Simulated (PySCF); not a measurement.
Isomers of C6H6P2, mass 139.994 u with the commonest isotopes. Computed with CAM-B3LYP/def2-SVPD in PySCF (dipole) on a GFN2-xTB geometry, gas phase. One conformer each, none proved a minimum here; rigid rotors.

**Question.** Order these by radius of gyration √(Σ m r²/M), smallest first.
A. `[CH:1]#[C:2][CH2:3]/[P:4]=[P:5]/[CH2:6][C:7]#[CH:8]` with C2–C3–P4–P5 -13°, P4–P5–C6–C7 -11°
B. `[H]/[P:1]=[P:2]\[c:3]1[cH:4][cH:5][cH:6][cH:7][cH:8]1` with P1–P2–C3–C4 55°
C. `[CH2:1]=[CH:2][c:3]1[cH:4][p:5][cH:6][cH:7][p:8]1` with C1–C2–C3–C4 10°

**Answer.** C (2.104 Å), B (2.233 Å), A (2.284 Å).

**Question.** Order these by rotational constant C, smallest first.
A. `[H]/[P:1]=[P:2]\[c:3]1[cH:4][cH:5][cH:6][cH:7][cH:8]1` with P1–P2–C3–C4 55°
B. `[CH2:1]=[CH:2][c:3]1[cH:4][p:5][cH:6][cH:7][p:8]1` with C1–C2–C3–C4 10°
C. `[CH:1]#[C:2][CH2:3]/[P:4]=[P:5]/[CH2:6][C:7]#[CH:8]` with C2–C3–P4–P5 -13°, P4–P5–C6–C7 -11°

**Answer.** C (700.6 MHz), A (753.7 MHz), B (816.2 MHz).

**Question.** Order these by rotational constant A, largest first.
A. `[CH2:1]=[CH:2][c:3]1[cH:4][p:5][cH:6][cH:7][p:8]1` with C1–C2–C3–C4 10°
B. `[CH:1]#[C:2][CH2:3]/[P:4]=[P:5]/[CH2:6][C:7]#[CH:8]` with C2–C3–P4–P5 -13°, P4–P5–C6–C7 -11°
C. `[H]/[P:1]=[P:2]\[c:3]1[cH:4][cH:5][cH:6][cH:7][cH:8]1` with P1–P2–C3–C4 55°

**Answer.** C (3613 MHz), B (3358 MHz), A (2351 MHz).

| SMILES | point group | Ia (u·Å²) | Ib (u·Å²) | Ic (u·Å²) | κ | μa (D) | μb (D) | μc (D) |
| --- | --- | --- | --- | --- | --- | --- | --- | --- |
| C#CC/P=P/CC#C | C2 | 150.51 | 588.54 | 721.37 | -0.88 | 0.00 | 0.01 | 0.17 |
| [H]/P=P\c1ccccc1 | C1 | 139.88 | 585.86 | 670.56 | -0.92 | 2.15 | 0.62 | 0.39 |
| C=Cc1cpccp1 | – | 214.97 | 404.91 | 619.17 | -0.44 | 0.15 | 0.02 | 0.03 |
